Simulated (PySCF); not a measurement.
**Computed spin Hamiltonian**

Compound: C₇H₉ (doublet state).
Numbering: `[CH3:1]/[C:2]=[CH:3]\[CH2:4][C:5]1=[CH:6][CH2:7]1` (hydrogens: H8, H9, H10 on C1; H11 on C3; H12, H13 on C4; H14 on C6; H15, H16 on C7)

Structure used (GFN2-xTB), in Å, numbered top down from 1:
```xyz
16
C7H9 angstrom
C      2.679    0.554    0.648
C      1.896   -0.121   -0.374
C      0.798   -0.761   -0.592
C     -0.281   -1.080    0.471
C     -1.480   -0.307    0.165
C     -2.623   -0.145   -0.439
C     -2.110    1.047    0.317
H      2.169    0.550    1.621
H      2.850    1.592    0.362
H      3.647    0.066    0.766
H      0.533   -1.128   -1.575
H     -0.492   -2.151    0.428
H      0.107   -0.818    1.457
H     -3.425   -0.507   -1.033
H     -1.710    1.895   -0.230
H     -2.565    1.323    1.264
```

The hyperfine couplings belong to this conformer and change with its torsions.

Method used: UKS B3LYP, pcH-1 on C H, non-relativistic, mean-field spin-orbit, GIAO in PySCF 2.14.0. One conformer (not necessarily the lowest) at the GFN2-xTB geometry, without solvent, vibrations or thermal averaging. The geometry wasn't refined by DFT: couplings that depend on bond lengths, twists or pyramidal angles can differ widely from those at the functional's own minimum. Stability of the SCF solution: not tested.

* g1, g2, g3: 2.00164, 2.00216, 2.00290
* g_iso: 2.00223
* Form of g: rhombic: the two nearest values differ by 41 % of g3 − g1
* ⟨S²⟩: 0.7584 (exact 0.7500)
* α and β electrons: 26, 25
* HOMO–LUMO gap, α and β orbitals: 5.63, 4.67 eV

Isotropic coupling and dipolar principal values T1 to T3, in mT (MHz turned into mT with g_iso):

```tsv
atom	isotope	a_iso	T1	T2	T3	Mulliken spin population
C1	13C	0.51	-0.15	-0.14	0.29	-0.05
C2	13C	9.48	-2.88	-2.19	5.07	0.98
C3	13C	-0.20	-0.60	0.05	0.56	-0.16
C4	13C	2.72	-0.31	-0.28	0.59	0.09
C5	13C	-0.33	-0.10	0.02	0.08	-0.02
C6	13C	0.14	-0.10	-0.08	0.18	0.03
C7	13C	-0.02	-0.01	0.00	0.01	0.00
H8	1H	5.07	-0.20	-0.06	0.26	0.07
H9	1H	1.08	-0.23	-0.19	0.42	0.01
H10	1H	0.89	-0.23	-0.18	0.41	0.01
H11	1H	3.86	-0.21	-0.19	0.40	0.04
H12	1H	-0.27	-0.15	-0.06	0.21	0.00
H13	1H	-0.27	-0.22	-0.01	0.23	0.00
H14	1H	-0.08	-0.05	-0.01	0.06	0.00
H15	1H	0.06	-0.03	-0.02	0.06	0.00
H16	1H	0.03	-0.02	-0.01	0.03	0.00
```

The largest Mulliken spin populations are on C2 (+0.98), C3 (-0.16), C4 (+0.09) and H8 (+0.07). No atom but C2 exceeds +0.15.

Axes: g1 points within 12° of the C1–C2 bond and g2 points within 11° of the C3–C4 bond.

Under fast tumbling the dipolar parts average out, and these isotropic splittings remain: 1 × 1H (H11, I = 1/2, 2 lines) with 3.86 mT, 3 × 1H (H8/H9/H10, I = 1/2, 4 lines) with 2.35 mT, 2 × 1H (H12/H13, I = 1/2, 3 lines) with 0.27 mT, 1 × 1H (H14, I = 1/2, 2 lines) with 0.08 mT and 2 × 1H (H15/H16, I = 1/2, 3 lines) with 0.04 mT.

Class means assume fast exchange of nuclei equivalent by connectivity; if that motion is slow, each nucleus keeps its own coupling. The three 1H nuclei of mean +65.8 MHz run from 25.1 to 142.0 MHz in the frozen geometry.

The 13C coupling of C2 (265.7 MHz) shows only in satellite lines or after enrichment, since that isotope makes up about 1.07 % of natural carbon.

β density exceeds α density at some nuclei, such as C5 (-0.0082), C3 (-0.0051) and H12/H13 (-0.0017), spin density in bohr⁻³. In a single determinant that takes different orbitals for the two spins, that is spin polarisation.

Hardware: an Arm Neoverse V2 with one thread, no GPU (shared host). Cost: 54 s of wall time (with the writing of density and orbital grids), 1.0 GiB resident at most.
